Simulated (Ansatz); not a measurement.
Geometry optimisation, Ansatz 0.2.0, UKS PBE-D4/def2-SVP.

The input (input.yaml):

```yaml
crystal:
  periodic: [false, false, false]
  atoms:
    - { symbol: In, position_ang: [-0.754406, -0.404444, -0.076237] }
    - { symbol: Cl, position_ang: [2.34685, -2.433991, 0.386001] }
    - { symbol: O, position_ang: [-1.09666, -2.249432, -0.04666] }
    - { symbol: H, position_ang: [1.078414, -2.784067, 0.242914] }
    - { symbol: C, position_ang: [-0.428634, 1.705577, -0.119925] }
    - { symbol: H, position_ang: [-0.667809, 2.119684, 0.877311] }
    - { symbol: H, position_ang: [-1.105868, 2.137948, -0.883345] }
    - { symbol: H, position_ang: [0.628113, 1.908626, -0.37996] }
magnetization:
  spin_polarized: true
basis:
  gaussian: { orbitals: def2-SVP }
hamiltonian:
  xc: pbe
  dispersion: d4
relax:
  f_tol: 0.03
  max_steps: 50
output:
  orbitals: {}
```

Command:

```bash
$ ansatz run input.yaml --threads 2 --pin off --max-ram 3072MiB --backend cpu --events-out ev --progress --plain --runs-dir out
```

Question: Where does it end, and by what steps?

Answer: The forces met the threshold. After 13 steps the energy has fallen by 2.527 eV; H4 moved furthest, 1.54 Å. Parted: Cl2–H4. Joined: In1–Cl2, O3–H4.

```tsv
step	energy less start (eV)	largest force component (eV/Å)	accepted
0	0.0000	0.352	yes
1	-0.1699	0.857	yes
2	-0.3078	1.558	yes
3	-0.5177	1.844	yes
4	-0.9787	1.960	yes
5	-1.5088	1.986	yes
6	-2.0519	0.692	yes
7	-2.2627	0.887	yes
8	-2.3518	1.650	yes
9	-2.4671	0.615	yes
10	-2.4919	0.406	yes
11	-2.5229	0.185	yes
12	-2.5253	0.059	yes
13	-2.5268	0.019	yes
```

```xyz
8
Properties=species:S:1:pos:R:3
In 0.295 -0.575 0.054
Cl 2.552 -1.281 0.381
O -0.954 -2.157 -0.039
H -0.439 -2.981 0.065
C -0.289 1.494 -0.101
H -0.653 1.824 0.890
H -1.100 1.583 -0.847
H 0.589 2.093 -0.403
```

The run took 34 s on 2 threads of Arm Neoverse V2, with other jobs on the host, peak memory 0.18 GiB.
